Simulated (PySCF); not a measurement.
PySCF input file for CH₄BBrO, SMILES CB(O)Br, PBE/pcSseg-1. Coordinates come from a PBE0-D3(BJ)/def2-SVP optimisation. One conformer was computed; it need not be the lowest.

```python
import numpy as np
from pyscf import gto, scf, dft
from pyscf.prop.nmr import rks as nmr

mol = gto.M(
    atom='''
    B     0.13454033   -0.95214560    0.00000000
    Br   -0.07648581    0.99018470   -0.00000000
    C    -1.12508082   -1.87118641   -0.00000000
    H    -1.75309785   -1.66158421    0.88064675
    H    -0.85201053   -2.93591474    0.00000000
    H    -1.75309784   -1.66158422   -0.88064675
    O     1.38056890   -1.45393006   -0.00000000
    H     2.06844159   -0.77809441    0.00000000
    ''',
    basis='pcSseg-1',
    charge=0,
    spin=0,
    max_memory=1600,
    verbose=3,
)
mf = dft.RKS(mol, xc='pbe')
mf.grids.level = 3
mf.conv_tol = 1e-10
mf.max_cycle = 100
mf.kernel()
n = nmr.NMR(mf)
n.verbose = 2
n.max_cycle_cphf = 60
sigma = n.kernel()
print('atom   isotropic/ppm   span/ppm')
for i, s in enumerate(sigma):
    w = np.linalg.eigvalsh((s + s.T) / 2)
    print(f'{mol.atom_symbol(i):2s}{i + 1:3d} {w.mean():14.3f} {w[2] - w[0]:11.3f}')
```

Log of the run:

```
converged SCF energy = -2714.00517595359
atom   isotropic/ppm   span/ppm
B   1         48.272      60.659
Br  2       2272.109     986.990
C   3        172.256      38.904
H   4         30.341       8.903
H   5         30.546      11.038
H   6         30.341       8.903
O   7        114.231     238.585
H   8         25.532      11.001
```

The run converged.

Cost: around 22 core-seconds (rough).
